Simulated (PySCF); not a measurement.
# Fe(2+) (iron, charge +2) across methods

[Ar] 3d5 4s1, high-spin 7S determinant (an excited configuration). All numbers are calculated (PySCF 2.14, no relativity, point nucleus, in aug-cc-pVDZ (7s6p4d2f, 59 functions)).

```csv
method,E (hartree),mean ε 3p β (eV),mean ε 3d α (eV),mean ε 4s α (eV),Σ⟨r²⟩ (bohr²),⟨S²⟩
M06-L,-1262.591,-81.956,-34.703,-22.784,19.93,12.001
PBE0,-1262.426,-84.329,-37.208,-23.864,20.08,12.000
B97-3,-1262.496,-84.637,-37.237,-23.723,20.08,12.001
LDA,-1260.125,-81.241,-34.468,-23.320,20.05,12.000
PBE,-1262.371,-81.151,-34.279,-23.032,20.09,12.000
r2SCAN,-1262.623,-82.027,-34.965,-23.304,20.02,12.000
TPSSh,-1262.648,-82.739,-35.443,-23.239,20.08,12.000
UHF,-1261.55598,-92.171,-45.172,-25.932,20.28,12.001
```

Q: Estimate the same row for M06-2X.

A: E (hartree) = -1262.606; mean ε 3p β (eV) = -87.584; mean ε 3d α (eV) = -40.021; mean ε 4s α (eV) = -24.274; Σ⟨r²⟩ (bohr²) = 20.18; ⟨S²⟩ = 12.001.
